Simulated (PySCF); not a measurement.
## Computed properties of HgBr2, SMILES [Br][Hg][Br]

HgBr2, SMILES [Br][Hg][Br]. Geometry: ωB97X-D3(BJ)/def2-SVP. The isomer is the one that the SMILES or the coordinates give; other isomers of the formula were not compared. The def2 effective core potentials stand for the cores of Hg; spin–orbit coupling is left out. One conformer was computed; it need not be the lowest. All values are computed for the isolated molecule unless a solvent is named; none is compared with measurement here.

**Structure.** The optimised structure has D∞h symmetry. All 4 harmonic modes at ωB97X-D3(BJ)/def2-SVP (PySCF) are real, so it is a minimum. With heavy atoms numbered as in [Hg:1]([Br:2])[Br:3], the shortest bond between them is Hg1–Br2 at 2.397 Å and the longest Hg1–Br3 at 2.397 Å.

**Vibrations.** The strongest infrared lines (harmonic, unscaled, degenerate partners summed) lie at 301 cm⁻¹ (31 km/mol, Br 56 %, Hg 44 %), 70 cm⁻¹ (5 km/mol, Br 56 %, Hg 44 %). The softest mode is at 70 cm⁻¹ and the zero-point energy is 1.0 kcal/mol.

**Electronic structure.** B3LYP/def2-TZVPD (PySCF) places the frontier levels at -8.16 and -2.81 eV, a gap of 5.35 eV, and gives a dipole moment of 0.00 D and a mean polarisability of 81.1 bohr³.

**Excitations.** TDA-PBE0/def2-SVPD (PySCF) has S1 at 4.46 eV (278 nm, f = 0.000, dark); the most intense of the 10 singlets computed lies at 6.35 eV (f = 0.12). Strengths of degenerate partners are summed. T1 (TDA) is at 4.03 eV, 0.43 eV under S1. No vertical singlet excitation falls in the visible range (under 3.1 eV).
